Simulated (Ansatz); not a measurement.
`[CH3][Sn]([CH3])([OH])[OH]`, charge 0, multiplicity 1.

(1) Give a relaxed structure at PBE0-D4/def2-TZVP (the Gaussian-basis code of Ansatz). (An estimate is asked.)

Results:

(1) Computed: 
Z-matrix (Å, degrees):
```
C
Sn 1 2.124
H 1 1.090 2 110.1
H 1 1.090 2 110.0 3 120.6
H 1 1.090 2 108.8 3 -120.1
C 2 2.124 1 120.8 3 -70.6
O 2 1.973 1 111.5 3 50.6
O 2 1.972 1 103.0 3 164.3
H 6 1.090 2 108.8 1 169.3
H 6 1.090 2 110.1 1 -70.7
H 6 1.090 2 110.0 1 50.0
H 7 0.960 2 113.5 1 54.4
H 8 0.960 2 113.5 1 -174.4
```
Point group C2.
This is one stationary point; other conformers may exist.
